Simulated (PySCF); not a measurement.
# GePb⁺ from Hartree–Fock to correlated methods

State: ⁴Σ⁻ (quartet), unpaired electrons σ ↑, π ↑↑. Set-up: Ge def2-SVP, Pb def2-SVP with ECP60; scalar-relativistic core potentials (PySCF 2.14). De refers to Ge + Pb⁺ in their high-spin ground configurations, without counterpoise correction. The functionals are run spin-unrestricted. A positive dipole points towards Pb; it is taken about the centre of mass and depends on that origin.

| Level | Re (Å) | ωe (cm⁻¹) | De (eV) | μ (D) |
| --- | --- | --- | --- | --- |
| UHF | 2.670 | 201 | n/a | -0.19 |
| UHF-MP2 | 2.669 | 197 | n/a | n/a |
| UHF-SCS-MP2 | 2.652 | 206 | n/a | n/a |
| UHF-CCSD | 2.695 | 187 | n/a | n/a |
| UHF-CCSD(T) | 2.708 | 181 | n/a | n/a |
| PBE | 2.727 | 172 | n/a | -0.97 |
| r²SCAN | 2.687 | 183 | n/a | -0.80 |
| r²SCANh | 2.675 | 187 | n/a | -0.77 |
| PBE0 | 2.679 | 188 | n/a | -0.79 |
| r²SCAN0 | 2.658 | 194 | n/a | -0.74 |
| CAM-B3LYP | 2.664 | 194 | n/a | -0.85 |
| B2PLYP | 2.698 | 183 | n/a | -0.72 |

Problem. What does a quarter of exact exchange do here, going from PBE to PBE0?

Solution. PBE0 less PBE: -4.8 pm in Re, +9.3 % in ωe. Exact exchange removes part of the self-interaction that spreads semilocal densities, and in most molecules shortens and stiffens the bond and lowers De; so it does here.

Problem. What does the step from GGA to meta-GGA do here, going from PBE to r²SCAN?

Solution. r²SCAN less PBE: -4.0 pm in Re, +6.4 % in ωe. 

Problem. What does the triples do here, going from UHF-CCSD to UHF-CCSD(T)?

Solution. UHF-CCSD(T) less UHF-CCSD: +1.3 pm in Re, -3.2 % in ωe. Correlation nearly always deepens the well. The bond lengthens, as in strong covalent bonds, where excitations into antibonding orbitals dominate.

Correlated steps freeze 13 core orbitals. Spin–orbit coupling is left out, which matters for elements this heavy, above all for dissociation energies. B2PLYP dipoles, levels and charges come from its SCF part alone. The state is the lowest determinant that a PBE0 search found; another state may lie lower at other levels.

The whole job (state search and all levels along the bond) took about 3.8 min on 1 thread of Arm Neoverse V1 (shared host), peak memory 0.7 GiB.
